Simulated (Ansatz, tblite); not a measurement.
Removing an electron: Ga(IMe)F3 (C₅H₈F₃GaN₂). The state is a singlet with charge 0. Geometry: PBE-D4/def2-SVP. Ansatz, gas phase; energy differences of separate SCF runs; the oxidised species was run as a doublet alone.

```xyz
19

Ga    0.262   -0.167    2.238
C     0.018   -0.018    0.220
N    -0.352    1.085   -0.480
C    -0.669    2.373    0.137
C    -0.376    0.809   -1.836
C    -0.013   -0.509   -1.976
N     0.222   -0.994   -0.701
C     0.634   -2.357   -0.366
H     0.179    3.075    0.015
H    -1.571    2.798   -0.342
H    -0.864    2.194    1.215
H    -0.656    1.557   -2.583
H     0.085   -1.134   -2.869
H     0.427   -2.519    0.712
H     0.053   -3.076   -0.973
H     1.715   -2.490   -0.570
F    -0.125   -1.892    2.591
F    -0.913    1.026    2.904
F     1.944    0.240    2.664
```

The xTB rows come from tblite. HOMO above LUMO, or a gap near zero within one spin, warns that the state may not be the lowest or that an electron is smeared out.

```csv
level,−HOMO (eV),vertical IE (eV),−LUMO (eV),HOMO–LUMO gap (eV),remarks
GFN2-xTB,12.05,14.72,7.70,4.36,–
PBE-D4/def2-TZVP,7.10,9.72,2.00,5.10,gap within one spin near zero (+1 doublet)
B97M-V/def2-TZVP,7.27,9.84,1.82,5.45,–
```

(1) Estimate the rows for GFN1-xTB, PBE0-D4/def2-TZVP.

Answers

(1) 
| level | −HOMO (eV) | vertical IE (eV) | −LUMO (eV) | HOMO–LUMO gap (eV) |
| --- | --- | --- | --- | --- |
| GFN1-xTB | 12.12 | 14.77 | 7.71 | 4.41 |
| PBE0-D4/def2-TZVP | 8.19 | 10.08 | 1.06 | 7.13 |

  Raw xTB energy differences between charge states are shifted by several eV; the methods need an empirical correction for them.
